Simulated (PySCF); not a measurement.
# Titanium: a sound run and one with changed settings

Sound run: Ti [Ar] 3d2 4s2, Ti+ [Ar] 3d2 4s1. Calculation: PySCF 2.14, in cc-pVDZ-DK (6s5p3d1f, 43 functions); the spin-free X2C one-electron Hamiltonian (Gaussian nucleus). In the sound run the correlated levels freeze [Ar]. The sound run starts from symmetry-adapted Hartree-Fock orbitals and uses a fine grid where one is needed.

Changed run: basis STO-3G, all-electron and non-relativistic. This setting is unsound on purpose.

```
species  method  sound run (hartree)  changed run (hartree)  converged
     Ti     UHF           -852.74464             -839.56346        yes
     Ti  M06-2X           -853.72123             -840.44516        yes
     Ti     LDA           -851.60564             -838.30178        yes
     Ti     MP2           -852.77964             -839.59115        yes
    Ti+     UHF           -852.54015             -839.44286        yes
    Ti+  M06-2X           -853.45727             -840.23916        yes
    Ti+     LDA           -851.35158             -838.10581        yes
    Ti+     MP2           -852.54828             -839.44286        yes
```

Ionisation energy of Ti:

```
 method  sound run (eV)  changed run (eV)
    UHF           5.564             3.282
 M06-2X           7.183             5.605
    LDA           6.913             5.333
    MP2           6.296             4.035
SCS-MP2           6.445             4.186
```

A minimal basis cannot let orbitals breathe on ionisation and holds almost no correlation. The Hamiltonian changed with the basis, so the totals do not compare.

For comparison, NIST gives 6.828 eV between the lowest levels.
